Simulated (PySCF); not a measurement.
These are PySCF with B3LYP-D3(BJ)/def2-TZVP // TPSS-D3(BJ)/def2-SVP values and carry that method's errors. Gas-phase values, no solvent. One relaxed conformer stands for a flexible species; it need not be the lowest. B3LYP has the VWN-RPA correlation part, as in Gaussian. 

Reference species: [Mo(F)5(OH)] (neutral, multiplicity 1).

```
Item                    Value
-------------------  --------
LUMO                 -5.45 eV
coordination number         6
```

Changed species: [Mo(F)6] (0 of 6 F replaced by OH; the reference has 1 of 6 F replaced by OH).

Q: Predict the effect on the LUMO and coordination number.

A: the LUMO drops by 0.75 eV, to -6.20 eV; the coordination number is nearly the same.
